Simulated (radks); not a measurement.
Results of a calculation; reference values are marked as such.
Effect of the nuclear size on the rubidium ion Rb17+, [Ar] 3d2. Level of theory: Dirac Kohn-Sham, exchange-only LDA, spin-unpolarised, spherical densities, finite nucleus; open shells are shared between the two j in proportion to 2j + 1; Fermi nuclear charge, rms radius 4.2036 fm (a radial shooting solver on a logarithmic mesh with Libxc functionals). The rms radius is varied about that value; shifts are against it.

rms radius (fm)  total energy shift (eV)  density at nucleus (e/bohr^3)  1s1/2 shift (meV)  2s1/2 shift (meV)  3s1/2 shift (meV)  3p1/2 shift (meV)  3d5/2 shift (meV)  4s1/2 (empty) shift (meV)
3.5394                            -0.210                      5.561e+04              -88.9              -9.14              -1.85              0.148              0.137                     -0.585
3.8715                            -0.109                      5.519e+04              -46.2              -4.75             -0.963              0.077              0.071                     -0.304
4.2036                                 0                      5.481e+04              0.000              0.000              0.000              0.000              0.000                      0.000
4.4054                            0.0703                      5.459e+04               29.8               3.06              0.621             -0.050             -0.046                      0.196
4.6912                             0.175                      5.431e+04               74.1               7.62               1.55             -0.124             -0.114                      0.488

Slopes of the eigenvalues against <r^2> in GHz/fm^2, as finite differences over the two radii next to the reference (eigenvalue slopes, not the field-shift constants of lines): 1s1/2 4160, 2s1/2 427, 3s1/2 86.7, 3p1/2 -6.93, 3d5/2 -6.42, 4s1/2 (empty) 27.3.
